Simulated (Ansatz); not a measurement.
Basis-set extrapolation for CH2AlBClF (PBE0-D4/def2-TZVP geometry, frozen core, Ansatz 0.2.0). Multiplicity 1, RHF reference.

```tsv
	def2-TZVPP	def2-QZVPP
HF	-864.642293	-864.669195
MP2 correlation	-0.758826	-0.824758
CCSD(T) correlation	-0.829422	not run
```

Energies in hartree. Use E(X) = E(∞) + A·exp(−7.88·√X) for Hartree–Fock and E(X) = E(∞) + B·X^(−2.97) for correlation, with X = 3 and 4, and add CCSD(T) minus MP2 of the smaller set to the MP2 limit.

Question: What is the CCSD(T) energy at the basis-set limit?

Answer: HF limit: -864.669195 + (-0.026902) × 0.13774 = -864.67290. MP2 limit: -0.824758 + (-0.065932) × 0.74074 = -0.87360. Higher-order term: -0.829422 − (-0.758826) = -0.07060. Total: -865.61710 hartree, 3.96 eV below CCSD(T)/def2-TZVPP.
